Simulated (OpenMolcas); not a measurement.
# Re⁴⁺: effect of the active space

```
Program             : OpenMolcas 26.06
Method              : CASSCF or its RAS form
Basis               : ANO-RCC-VTZP
Scalar Hamiltonian  : DKH2, point nucleus
Spin-orbit coupling : RASSI with atomic mean-field integrals over the reference wave functions, term energies averaged over their components
```

A. 3 electrons in 5 orbitals (5d); 2S+1 = 4 even, 10 roots; 2S+1 = 2 even, 40 roots; cost roughly 19 core-seconds
B. 9 electrons in 8 orbitals (RAS1 5p, at most 2 holes; RAS2 5d); 2S+1 = 4 even, 10 roots; 2S+1 = 2 even, 40 roots; cost about 24 core-seconds
C. 3 electrons in 10 orbitals (5d 6d); 2S+1 = 4 even, 10 roots; 2S+1 = 2 even, 40 roots; cost about 18 core-seconds

Energies in cm-1 above 5d3 4F 3/2, the measured ground level; measured values from the list in Brasseur, Gamrath and Quinet, At. Data Nucl. Data Tables 157, 101636 (2024).

```json
{"Level": "5d3 4F 3/2", "A": "0.0", "B": "0.0", "C": "0.0", "Measured": "0.0"}
{"Level": "5d3 4F 5/2", "A": "4570", "B": "4927", "C": "4607", "Measured": "4853"}
{"Level": "5d3 4F 7/2", "A": "8860", "B": "9399", "C": "8904", "Measured": "8973"}
{"Level": "5d3 4F 9/2 [74 %]", "A": "12323", "B": "12936", "C": "12368", "Measured": "11914"}
{"Level": "5d3 4P 3/2 [51 %]", "A": "15279", "B": "14650", "C": "15170", "Measured": ""}
{"Level": "5d3 4P 1/2 [75 %]", "A": "17051", "B": "16634", "C": "16941", "Measured": "14325"}
{"Level": "5d3 2G 7/2", "A": "21252", "B": "21798", "C": "21097", "Measured": "19013"}
{"Level": "5d3 2H 9/2 [55 %]", "A": "21894", "B": "22858", "C": "21723", "Measured": ""}
{"Level": "5d3 4P 5/2", "A": "23123", "B": "23017", "C": "23147", "Measured": "20922"}
{"Level": "5d3 2P 1/2 [75 %]", "A": "27937", "B": "27467", "C": "27819", "Measured": "23669"}
{"Level": "5d3 2H 11/2", "A": "29725", "B": "31149", "C": "29647", "Measured": "27077"}
{"Level": "5d3 2D 5/2(1)", "A": "32683", "B": "32301", "C": "32543", "Measured": "28739"}
{"Level": "5d3 2G 9/2 [53 %]", "A": "32752", "B": "33989", "C": "32716", "Measured": ""}
{"Level": "5d3 2P 3/2 [58 %]", "A": "37285", "B": "36818", "C": "37156", "Measured": "32766"}
{"Level": "5d3 2F 5/2", "A": "40236", "B": "40195", "C": "40007", "Measured": "34162"}
{"Level": "5d3 2F 7/2", "A": "40338", "B": "40491", "C": "40118", "Measured": "34625"}
{"Level": "5d3 2D 5/2(2)", "A": "60432", "B": "58718", "C": "59884", "Measured": "52467"}
{"Level": "5d3 2D 3/2(2)", "A": "60444", "B": "58785", "C": "59747", "Measured": ""}
```

Deviations, from unrounded energies. A percentage is the sum of absolute deviations over the sum of measured energies, with the sign that they share, or ± where signs differ.

```csv
Against measurement,Levels,A,B,C
mean absolute deviation (cm-1),13,3300,3300,3200
fine structure of the ground term (%),3,±3.1,+5.9,±3.0
other terms of the ground configuration (%),10,+14.7,+14.2,+14.1
```

A, B, C lie about equally close to measurement. The largest miss of C in the table is 5d3 2D 5/2(2), by +7400 cm-1. The ranking rests on the paired levels alone, and a cruder setting can come out closer through cancelling errors.

Among A to C the level of the table that moves most is 5d3 2D 5/2(2), by 1700 cm-1 (lowest in B, highest in A).

Without dynamic correlation excited terms often stand tens of per cent too high (terms of higher spin than the ground term too low), and those without a measured partner can miss by more than the paired ones. Active for correlation alone: 5p; no level in the range computed is led by a configuration that opens it, so any true level of that kind is missing (holds for B). Active for correlation alone: 6d; no level in the range computed is led by a configuration that fills it, so any true level of that kind is missing (holds for C). Computed and measured levels are paired by configuration, term and J; levels that our copy of the source lacks, or whose pairing is in doubt (as where it misses far off the trend of its configuration), stay unpaired and out of the deviations. Levels of configurations outside the active space are missing. The table leaves out levels that lie high or whose names do not pair safely across all columns.

A share in square brackets marks a mixed level and gives the weight of the term that names it, the lowest over the columns. A number in round brackets counts repeated terms of one configuration in the order of the reference energies.
